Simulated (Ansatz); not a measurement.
C$_{4}$H$_{6}$Si (`C=CC1=C[SiH2]1`), relaxed with RKS PBE0-D4/def2-TZVP in Ansatz from a PBE-D4/def2-SVP geometry. The force threshold is 0.005 eV/Å; the program also tests the step.

Total charge 0; spin multiplicity 1.

Start:

```xyz
11

C     2.109    0.131   -0.040
C     0.965    0.804   -0.294
C    -0.357    0.244   -0.092
C    -1.653    0.608   -0.240
Si   -1.517   -1.104    0.408
H     2.078   -0.902    0.344
H     3.096    0.588   -0.206
H     1.011    1.840   -0.679
H    -2.197    1.502   -0.583
H    -1.758   -2.295   -0.473
H    -1.776   -1.416    1.854
```

```
step  energy (eV)  largest force (eV/Å)  largest move (Å)
   1  -12114.1470                 0.736             0.000
   2  -12114.2073                 0.459             0.034
   3  -12114.2151                 0.067             0.014
   4  -12114.2153                 0.031             0.003
   5  -12114.2154                 0.045             0.006
   6  -12114.2155                 0.004             0.004
```

End:

```xyz
11

C     2.084    0.137   -0.040
C     0.955    0.796   -0.293
C    -0.353    0.225   -0.086
C    -1.630    0.595   -0.233
Si   -1.505   -1.090    0.402
H     2.059   -0.878    0.340
H     3.055    0.588   -0.205
H     0.995    1.815   -0.676
H    -2.143    1.487   -0.572
H    -1.752   -2.269   -0.464
H    -1.766   -1.406    1.828
```

It took 21 s on 4 threads of a server CPU on a shared host, with 0.47 GiB of host memory at the peak.
